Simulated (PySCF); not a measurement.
A calculated (B3LYP, PySCF 2.14, def2-TZVPPD, the non-relativistic Hamiltonian (point nucleus)) atom or ion has these occupied shells.

```csv
shell,electrons,orbital energy (eV),"rms radius, mean of both spins (bohr)"
1s α,1,-2109.3,0.121
1s β,1,-2109.0,0.121
2s α,1,-190.13,0.568
2s β,1,-189.84,0.568
2p α,3,-140.14,0.543
2p β,3,-139.69,0.543
3s α,1,-25.386,1.96
3s β,1,-23.015,1.96
3p α,2,-15.941,2.29
```

Problem. Name the element and its charge.

Solution. P⁺ (phosphorus, charge +1), in [Ne] 3s2 3p2, high-spin 3P determinant.
